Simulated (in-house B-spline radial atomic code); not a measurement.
RPA and G0W0 for Ce⁷⁺, [Kr] 4d10 5s2 5p3, highest spin, as one setting changes: the highest l of the empty states. Start: r2SCAN. A dash marks a level of low quasi-particle weight. Computed with a B-spline radial code for spherical atoms: all electrons, scalar-relativistic (spin-free one-electron X2C), finite nucleus, each spin shell either full or empty, empty states to the listed l with an (l + 1/2)⁻⁴ tail; G0W0 by contour deformation at full frequency.

Spin-orbit coupling, left out, splits p levels strongly here.

```json
{"highest l of the empty states": "4", "RPA summed (Eh)": "-3.498", "RPA extrapolated (Eh)": "-4.16", "G0W0 level (eV)": "5p up -110.05"}
{"highest l of the empty states": "5", "RPA summed (Eh)": "?", "RPA extrapolated (Eh)": "?", "G0W0 level (eV)": "?"}
{"highest l of the empty states": "6", "RPA summed (Eh)": "-3.9462", "RPA extrapolated (Eh)": "-4.2001", "G0W0 level (eV)": "5p up -110.05"}
{"highest l of the empty states": "7", "RPA summed (Eh)": "-4.0252", "RPA extrapolated (Eh)": "-4.1867", "G0W0 level (eV)": "5p up -110.04"}
{"highest l of the empty states": "8", "RPA summed (Eh)": "-4.0683", "RPA extrapolated (Eh)": "-4.1706", "G0W0 level (eV)": "5p up -110.03"}
{"highest l of the empty states": "9", "RPA summed (Eh)": "?", "RPA extrapolated (Eh)": "?", "G0W0 level (eV)": "?"}
{"highest l of the empty states": "10", "RPA summed (Eh)": "-4.1097", "RPA extrapolated (Eh)": "-4.1581", "G0W0 level (eV)": "5p up -110.03"}
{"highest l of the empty states": "11", "RPA summed (Eh)": "-4.1202", "RPA extrapolated (Eh)": "-4.1554", "G0W0 level (eV)": "5p up -110.03"}
```

Task: What belongs in the row for 9?

Result: RPA summed (Eh): -4.0938; RPA extrapolated (Eh): -4.1626; G0W0 level (eV): 5p up -110.03.

Task: What belongs in the row for 5?

Result: RPA summed (Eh): -3.7983; RPA extrapolated (Eh): -4.2167; G0W0 level (eV): 5p up -110.06.
